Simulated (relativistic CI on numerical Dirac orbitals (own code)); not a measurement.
## Yb53+: sensitivity of the levels to the model

Base calculation: Dirac-Coulomb-Breit CI, orbitals from a KLI potential per configuration, a model potential for QED, unscaled Slater integrals.

Configurations in the expansion (outside the closed core [Ne]): 3s2 3p5, 3s 3p6, 3s2 3p4 3d, 3s 3p5 3d, 3p6 3d, 3s 3p4 3d2, 3s2 3p3 3d 4p, 3p6 4s, 3s 3p4 3d 4s, 3s2 3p4 4s, 3p6 4p, 3s2 3p4 4p, 3s2 3p3 3d2, 3s2 3p2 3d3, 3s 3p3 3d3, 3s2 3p2 3d2 4s, 3s2 3p2 3d2 4p. Double excitations out of closed p, d and f shells are left out; levels of such configurations are missing from the list, as are those of other unlisted configurations, and high levels can miss mixing partners.

Variants: (1) Breit term removed. Shifts of the energy above 3s2 3p5 2P°_3/2, in eV, for the lowest level and the first level of each name with at least 55 % of one term (blank where a level changes its place among those of its configuration and J or its character, or is not in the variant):

| Level | Base | Δ(1) |
| --- | --- | --- |
| 3s2 3p5 2P°_3/2 | 0.000 | 0.000 |
| 3s2 3p4 3d 2D_3/2 | 246.682 | +1.073 |
| 3s2 3p5 2P°_1/2 | 266.302 | +2.935 |
| 3s2 3p4 3d 4F_9/2 | 284.321 | +3.581 |
| 3s2 3p4 3d 2P_1/2 | 289.527 | +2.812 |
| 3s 3p6 2S_1/2 | 444.264 | +0.851 |
| 3s2 3p4 3d 4D_1/2 | 474.863 | +4.036 |
| 3s2 3p4 3d 2G_7/2 | 494.460 | +5.178 |
| 3s2 3p4 3d 2G_9/2 | 554.223 | +6.908 |
| 3s 3p5 3d 4P°_1/2 | 645.356 | +1.340 |

At this charge energies of transitions that change n are usually good to better than 1 %, and those within a shell (Δn = 0) to a few per cent.

Ionisation energy from the two ground configurations alone: base 5100.47 eV; Breit term removed 5105.6 eV. The NIST ASD value (theoretical) is 5101 eV.

LS names give the leading component of a level, which can be under half, so a name can repeat, a term be missing and a line seem to break the LS rules.
